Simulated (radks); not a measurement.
Values are calculated unless marked as measured or tabulated.
Q: These are the eigenvalues of the occupied orbitals of an atom or ion with whole-number occupations (eV). Code: a radial shooting solver on a logarithmic mesh with Libxc functionals. Model: Dirac Kohn-Sham, PBE, spin-unpolarised, spherical densities, point nucleus.

| orbital | eigenvalue |
|---|---|
| 1s1/2 | -26564.81 |
| 2s1/2 | -3989.936 |
| 2p1/2 | -3718.113 |
| 2p3/2 | -3525.651 |
| 3s1/2 | -788.3502 |
| 3p1/2 | -679.4600 |
| 3p3/2 | -645.0695 |
| 3d3/2 | -452.4858 |
| 3d5/2 | -445.4953 |
| 4s1/2 | -159.3370 |
| 4p1/2 | -124.0511 |
| 4p3/2 | -118.0342 |
| 4d3/2 | -62.9551 |
| 4d5/2 | -62.1247 |

Which element is it, and in what charge state? The configuration may be excited. Open shells, if any, fill j = l - 1/2 first.

A: Z = 48, cadmium, charge +4: Cd4+ in [Kr] 4d8. The list shows which subshells hold electrons but not how many an open one holds; the 1s level, -976.24 hartree, gives Z - s = 44.2 by -(Z - s)^2/2, which with screening and relativity narrows Z to a few neighbours, and the depths of the outer levels then fix element, charge and occupations together.
